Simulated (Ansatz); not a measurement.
The same path of Cl2GaHO + H3P (9 atoms, charge 0, multiplicity 1) was run 3 times with different band settings. Lost on the way: P6–H9. Made: Ga1–P6, O2–H9.

Method: Ansatz 0.2.0, RKS r2SCAN/def2-SVP.

Relaxed end points:

```xyz
9
Properties=species:S:1:pos:R:3
Ga 0.142 -0.064 0.187
O -0.186 -0.614 1.842
H -1.120 -0.541 2.083
Cl 2.093 -0.377 -0.605
Cl -1.466 0.490 -1.116
P 0.818 3.028 1.280
H 1.901 2.302 0.697
H -0.076 2.747 0.198
H 0.377 1.913 2.061
```

```xyz
9
Properties=species:S:1:pos:R:3
Ga 0.410 0.670 0.186
O -0.175 -0.235 2.012
H -1.051 -0.612 1.813
Cl 1.962 -0.697 -0.445
Cl -1.561 0.245 -0.676
P 0.851 2.824 0.917
H 2.153 2.856 0.332
H 0.211 3.407 -0.219
H -0.319 0.428 2.707
```

Common settings: spring 5.0 eV/Å²; start path through a guess of the saddle point; force threshold 0.05 eV/Å; iteration limit 60; end points relaxed.

| run | movable images | climbing image | optimiser | largest step |
| --- | --- | --- | --- | --- |
| 1 | 5 | yes | quadratic models (default) | default |
| 2 | 2 | no | quadratic models (default) | default |
| 3 | 5 | yes | fire | 0.02 Å |

Problem. What does each run give, and how far can it be trusted?

Solution. Run 1: converged after 13 iterations, highest image 0.605 eV above the first end. A vibrational analysis at the climbing image gives one clearly imaginary mode, 957i cm⁻¹: a first-order saddle point.
Run 2: converged after 17 iterations, highest image 0.031 eV above the first end. No image climbed, so the highest image needn't sit at the top of the path. A band with more images between the same ends climbed to 0.61 eV, so this one has probably stepped over the top. So few images can step over the top or miss a turn of the path.
Run 3: not converged after 60 iterations, highest image 0.715 eV above the first end. The band didn't meet its force threshold, so its energies are provisional: the largest band force was still 0.17 eV/Å, and over the last iterations the top moved between 0.71 and 0.73 eV.
The orbitals stay closed-shell, which can raise the energy where a bond breaks towards radicals; this wasn't checked here.
